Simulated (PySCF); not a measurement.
Compound: C4H5AlO.
Bonds: Al1–C2, C2–C3 (aromatic), C3–C4 (aromatic), C4–C5 (aromatic), C5–O6 (aromatic), C2–O6 (aromatic). Hydrogens: H7, H8 on Al1; H9 on C3; H10 on C4; H11 on C5.

All values: CAM-B3LYP/def2-SVPD (PySCF, non-relativistic), on one gas-phase PBE0-D3(BJ)/def2-SVP geometry that isn't relaxed in the solvent. The solvent is an IEF-PCM continuum (Bondi radii, 1.10 Å for H, scaled by 1.2), and excitations are vertical TDDFT with non-equilibrium linear response and a frozen core. Only the electrostatic response of the medium enters.

| run | E − E(gas) (kcal/mol) | HOMO (eV) | HOMO–LUMO gap (eV) | dipole (D) | lowest singlet (eV) | static polarisability (au) |
| --- | --- | --- | --- | --- | --- | --- |
| gas | 0.00 | -7.86 | 7.10 | 0.87 | 4.16 | 75.6 |
| P | -2.80 | -7.82 | 7.31 | 0.97 | 4.35 | 86.3 |
| Q | -5.48 | -7.81 | 7.50 | 1.08 | 4.55 | 97.7 |

Question: The runs were made in benzene and dichloromethane. Which run belongs to which solvent?

Answer: P = benzene, Q = dichloromethane. The dielectric constants are 2.271 (benzene), 8.93 (dichloromethane), and the energy falls further as ε rises. The optical constants n² used for the excitations are 2.25, 2.03 in the same order. In this model the ground state sees the solvent through ε alone.

Question: How constant is the ratio of the lowering to (ε − 1)/(2ε + 1)?

Answer: 
```json
{"solvent": "benzene", "(ε − 1)/(2ε + 1)": "0.229", "E − E(gas) (kcal/mol)": "-2.80", "ratio (kcal/mol)": "-12.2", "polarisation term (kcal/mol)": "-2.93"}
{"solvent": "dichloromethane", "(ε − 1)/(2ε + 1)": "0.420", "E − E(gas) (kcal/mol)": "-5.48", "ratio (kcal/mol)": "-13.0", "polarisation term (kcal/mol)": "-5.97"}
```

The ratio changes by +6.7 % in size from benzene to dichloromethane. The polarisation term is half the interaction of the solute with the induced surface charges.
